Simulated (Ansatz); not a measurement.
## Interaction energy ladder

The pair of K⁺ (SMILES [K+], atom 1) and SiNH₅ (SMILES [SiH3]N, atoms 2–8), both closed shells, in one local arrangement (a lower one may exist), relaxed at PBE0-D4/def2-TZVP:

K1  (2.229, 0.926, -1.736)
Si2  (-0.929, -0.147, -0.049)
N3  (0.759, -0.011, 0.466)
H4  (-1.321, 1.225, -0.460)
H5  (-0.903, -1.041, -1.234)
H6  (-1.846, -0.672, 0.987)
H7  (1.141, -0.902, 0.772)
H8  (0.871, 0.621, 1.254)
(Å)

Computed with Ansatz 0.2.0 (basis: def2-TZVPPD, with def2-QZVPPD for the basis limit); correlated methods freeze the cores. The outer core shell of Li, Na, Mg and K is correlated. The def2 sets are not built for correlating such inner shells, so the correlated values are less sure here. B3LYP uses VWN-RPA correlation. Extrapolation: Hartree–Fock as exp(−7.88 √X), correlation as X^−2.97. Interaction energies count from these two fragments, frozen as in the pair, with the counterpoise correction; negative means bound.

(1) What is the interaction energy by CCSD(T) at an estimated basis limit (MP2 extrapolated from triple and quadruple zeta, plus CCSD(T) − MP2 in triple zeta)? (To be estimated.)

(2) Which atoms make the shortest contact between the fragments?

No T1 diagnostic of these runs exceeds 0.011.

Results:

(1) The calculation gives: -17.39 kcal/mol. Hartree–Fock alone gives -15.70 kcal/mol at the basis limit. It counts from the two fragments frozen as in the pair.

The same quantity by other methods in triple zeta, and each one's difference from that estimate:
```csv
method,E_int (kcal/mol),difference
PBE-D4,-17.34,0.06
revPBE-D4,-16.25,1.14
BLYP-D4,-17.01,0.39
r2SCAN-D4,-16.73,0.66
B97M-V,-16.25,1.14
PBE0-D4,-17.55,-0.15
B3LYP-D4,-17.53,-0.13
HSE06-D4,-17.54,-0.14
wB97X-V,-17.39,0.01
wB97M-V,-17.34,0.05
B2PLYP,-16.51,0.88
HF,-15.53,1.86
MP2,-16.50,0.90
CCSD,-16.30,1.09
CCSD(T),-16.32,1.08
```
Differences are method less estimate.

(2) K1 and N3, 2.81 Å apart.

Energy to bend the free fragments (PBE0-D4 minima) into their shapes in the pair, CCSD(T)/def2-TZVPPD: SiNH₅ 1.22 kcal/mol. This must be added to the interaction energy to get the binding energy from relaxed fragments.

Basis-set superposition shift (counterpoise-corrected less uncorrected): CCSD(T) 1.07; MP2 0.99; HF 0.12; PBE0-D4 0.21; wB97M-V 0.21 kcal/mol.

For scale, one of the runs: CCSD(T)/def2-TZVPPD, 206 basis functions, launched by `ansatz run in.yaml --threads 2 --pin off --events-out ev --progress --plain --max-ram 5222MiB`. Time: 59 s of wall clock on 2 CPU threads of an Arm Neoverse V1; the host was shared. Peak host memory: 2.6 GiB.
